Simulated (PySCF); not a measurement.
**Substituent effects on chemical shifts**

Parent skeleton `[BH3-:1][O+:2]1[CH2:3][CH2:4][CH2:5][CH2:6]1`; one hydrogen on atom 3 is replaced by X. Hydrogens on one atom are averaged.

- σ from GIAO-PBE0/pcSseg-1
- PBE0-D3(BJ)/def2-SVP geometry
- code: PySCF 2.14.0 with density-fitted response routines
- in vacuum, one conformer, non-relativistic, one averaged value for each set of equivalent atoms

Scale: ¹¹B (σ = 100.73 ppm) vs BF3·OEt2; H2O for ¹⁷O (σ = 334.56 ppm); ¹³C (σ = 184.41 ppm) and ¹H (σ = 31.27 ppm) against TMS (reference shieldings calculated alike).

Parent (X = H): B1 -3.3, O2 47.2, C3 77.4, C4 28.2, C5 28.2, C6 77.4, H(B1) 3.00, H(C3) 3.83, H(C4) 1.80 ppm. Effects are Δδ = δ(X) − δ(H), positive for deshielding.

(1) Order these by the shift of C3, most shielded first.
A. X = C2H5
B. X = CH2F
C. X = OSiH3
D. X = BF2

(2) Order these by the shift of H(C3), most shielded first.
A. X = CH2F
B. X = BF2
C. X = OSiH3

## Answers

(1) B (+6.7 ppm), D (+10.4 ppm), A (+13.8 ppm), C (+33.0 ppm).

(2) B (-0.21 ppm), A (+0.27 ppm), C (+1.36 ppm).

Experimental scales use liquid or dissolved standards, which lie at an offset from isolated H2O (liquid H2O: subtract about 36 ppm).
